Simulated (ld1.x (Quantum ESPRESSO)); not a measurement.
**B, TM semilocal: configuration errors across variants**

boron, norm-conserving Troullier–Martins (semilocal form), made with ld1.x (Quantum ESPRESSO) 7.5 (PBE, scalar-relativistic). Core [He], reference 2s1.5 2p1.5. Waves: 2s (bound): rc 1.45 bohr; 2p (bound): rc 2.85 bohr; 3d channel at 0.45 Ry: rc 2.65 bohr. Local part: the d channel. Core correction: Bessel-smoothed model core inside 0.80 bohr.

All-electron excitation energies from the reference (eV): (1) 2s2 2p1 -2.922; (2) 2s2 2p0 5.297; (3) 2s1 2p0 30.720; (4) 2s1 2p1 11.439; (5) 2s0 2p3 8.799; (6) 2s2 2p0.5 -0.035; (7) 2s2 2p1.3 -3.660.

In the semilocal form every listed channel keeps its own potential, so the choice of the local channel does not act on these tests. It acts once the file is put into the separable form.

A semilocal file is local in each channel, so a ghost entry of none says nothing of the separable form that plane-wave codes build from it.

2 further variants failed, have other tests or another functional or relativity, and are left out.

Errors AE − PS in meV (a dash: test not solved or not reliable):

```csv
change,(1),(2),(3),(4),(5),(6),(7),bound ghosts
base,-3.6,+90,+308,-10,-34,+15,-6.5,none
"all radii but the core radius scaled by about 1.31 (s 1.90, p 3.74, d 3.48 bohr)",-12,+249,+766,-10,-112,+44,-22,none
wave 3d channel at 0.45 Ry: rc 2.65 bohr becomes 3d channel at 0.45 Ry: rc 1.80 bohr,-3.6,+90,+308,-10,-34,+15,-6.5,none
wave 3d channel at 0.45 Ry: rc 2.65 bohr becomes 3d channel at 0.17 Ry: rc 2.65 bohr,-3.6,+90,+308,-10,-34,+15,-6.5,none
wave 2p (bound): rc 2.85 bohr becomes 2p (bound): rc 3.68 bohr,-9.3,+225,+695,-11,-85,+41,-18,none
"type PAW, which also changes the form from semilocal to separable; waves now 2s (bound): rcut 1.25, rcutus 1.45 bohr; 2s channel at 2.2 Ry: rcut 1.25, rcutus 1.45 bohr; 2p (bound): rcut 2.50, rcutus 2.85 bohr; 2p channel at 1.75 Ry: rcut 2.50, rcutus 2.85 bohr; 3d channel at 0.45 Ry: rcut 2.30, rcutus 2.65 bohr; 3d channel at 1.75 Ry: rcut 2.30, rcutus 2.65 bohr; local potential all-electron potential smoothed inside 1.75 bohr (lloc = -1); augmentation PSQ, radius 1.30 bohr",-0.1,-0.2,-3.4,+1.4,-1.7,+0.1,+0.2,none
```

Problem. Give the same row for: wave 2s (bound): rc 1.45 bohr becomes 2s (bound): rc 1.06 bohr.

Solution. -3.6, +90, +307, -10, -33, +14, -6.5; bound ghosts: none.
